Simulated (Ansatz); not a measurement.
The multiplicity is imposed and other spin states were not computed.

Species: [Zn(CH3)(OH)] (charge 0, multiplicity 1).

### Question
Give a relaxed geometry from PBE-D3(BJ)/def2-SVP run with Ansatz (an electronic-structure program).

### Answer
This is not unique; one that fits is the end point of this relaxation, one of several conformers.
Cartesian coordinates (Å) in one orientation:
```xyz
7

Zn     0.042     0.022     0.049
C     -1.634     0.841     0.533
H     -1.990     1.515    -0.272
H     -1.532     1.441     1.460
H     -2.415     0.073     0.708
O      1.534    -0.778    -0.532
H      2.266    -0.722     0.109
```
